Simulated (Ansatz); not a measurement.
Gas-phase electronic energies from Ansatz, PBE0-D4/def2-TZVP geometries. CCSD(T)/CBS is the MP2 limit (def2-TZVPP, def2-QZVPP) plus CCSD(T) − MP2 in def2-TZVPP, frozen cores. DFT in def2-TZVPP. For Ga, Ge outer-core shells are correlated without core-valence functions, which leaves a few kJ/mol of doubt a bond. Scalar relativity is left out up to krypton. One conformer a species, not always the lowest.

Consider the formal exchange of groups at a Ga–B bond: `C[B](N)[GaH2]` + `[F][GeH3]` → `[F][GeH2][GaH2]` + `CBN`.

`C[B](N)[GaH2]`:

Z-matrix (Å, degrees):
```
C
B 1 1.572
H 1 1.096 2 110.7
H 1 1.096 2 114.1 3 122.0
H 1 1.096 2 110.6 3 -116.1
N 2 1.393 1 119.9 3 -122.3
Ga 2 2.118 1 124.1 3 57.8
H 6 1.010 2 122.9 1 0.0
H 6 1.006 2 123.8 1 180.0
H 7 1.581 2 125.4 1 0.6
H 7 1.590 2 120.3 1 -179.4
```

`[F][GeH3]`:

Z-matrix (Å, degrees):
```
Ge
F 1 1.742
H 1 1.533 2 106.2
H 1 1.533 2 106.3 3 120.0
H 1 1.533 2 106.2 3 -120.0
```

`[F][GeH2][GaH2]`:

Cartesian coordinates in Å:
```
F 2.104 0.439 0.658
Ge 0.636 -0.521 0.583
Ga -0.999 0.654 -0.819
H 1.093 -1.891 0.038
H 0.215 -0.704 2.057
H -0.646 2.033 -1.470
H -2.404 -0.009 -1.047
```

`CBN`:

Cartesian coordinates in Å:
```
C 0.564 -1.031 -0.061
B 0.133 0.449 -0.353
N -0.884 1.075 0.360
H 1.626 -1.073 0.204
H 0.463 -1.643 -0.964
H -0.004 -1.515 0.739
H 0.675 1.094 -1.211
H -1.174 2.022 0.189
H -1.398 0.622 1.097
```

| level | ΔE (kJ/mol) |
| --- | --- |
| CAM-B3LYP-D4 | -57.2 |
| BLYP | -63.1 |
| r2SCANh | -58.9 |
| BHLYP | -63.2 |
| RPA@PBE/def2-TZVPP | -48.2 |
| HF/def2-TZVPP | -63.5 |
| SCS-MP2/def2-TZVPP | -52.5 |
| CCSD(T)/def2-TZVPP | -51.9 |

Problem. What does CCSD(T)/CBS give? (Best estimate.)

Solution. The calculation gave: -52.7 kJ/mol. The listed levels differ from it by -4.5, -10.4, -6.2, -10.5, 4.5, -10.8, 0.2, 0.8 kJ/mol.

Largest T1 diagnostic among the species: 0.013.

Leaving LDA and LC-ωPBE aside and taking each functional with its dispersion term where it has one, the values, not all of them listed here, spread over 9.6 kJ/mol, from BHLYP-D4 to B97M-V. LDA lies +5.3 kJ/mol from PBE without D4. The D4 term adds +3.9 kJ/mol with B3LYP and +2.1 kJ/mol with PBE0; it sums over pairs of atoms, weighted by their polarisabilities, and B3LYP, whose exchange is more repulsive, gets the larger term. In def2-TZVPP, CCSD(T) changes the Hartree–Fock value by +11.5 kJ/mol (the triples alone add +2.1 kJ/mol) and MP2 by +11.7 kJ/mol.

B3LYP here is the variant with VWN-RPA as its local correlation; programs differ in this.
